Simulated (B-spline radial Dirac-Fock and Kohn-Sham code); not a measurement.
Core-level shifts of terbium with charge state

Level of theory: ΔSCF Dirac-Fock with Breit, self-energy and vacuum polarisation, finite nucleus, configuration average; a radial finite-basis atomic code. Each ion is free and in its tabulated ground configuration. Correlation energy is missing from these numbers.

Reference: Tb⁵⁰⁺, [Ne] 3s2 3p3, with K 55585.6 eV, L1 12126.2 eV. Shifts from it, in eV (a dash: the subshell is empty, belongs to an open shell averaged over j, or its hole state is left out as unreliable):

```
  ion  configuration        K       L1
Tb⁵¹⁺   [Ne] 3s2 3p2   +169.9   +143.5
Tb⁵²⁺   [Ne] 3s2 3p1   +341.9   +288.3
Tb⁵³⁺       [Ne] 3s2   +515.7   +434.5
Tb⁵⁴⁺       [Ne] 3s1        –        –
Tb⁵⁵⁺   [He] 2s2 2p6   +849.9   +711.5
Tb⁵⁶⁺   [He] 2s2 2p5        ?        ?
Tb⁵⁷⁺   [He] 2s2 2p4  +1671.8  +1233.7
Tb⁵⁸⁺   [He] 2s2 2p3  +2090.2  +1498.6
Tb⁵⁹⁺   [He] 2s2 2p2  +2513.4  +1765.9
```

Q: Give the missing shifts for Tb⁵⁶⁺.

A: K +1258.4, L1 +971.4 (eV).

Values without a named source are computed, but for edge energies of neutral atoms, which are taken from tables.
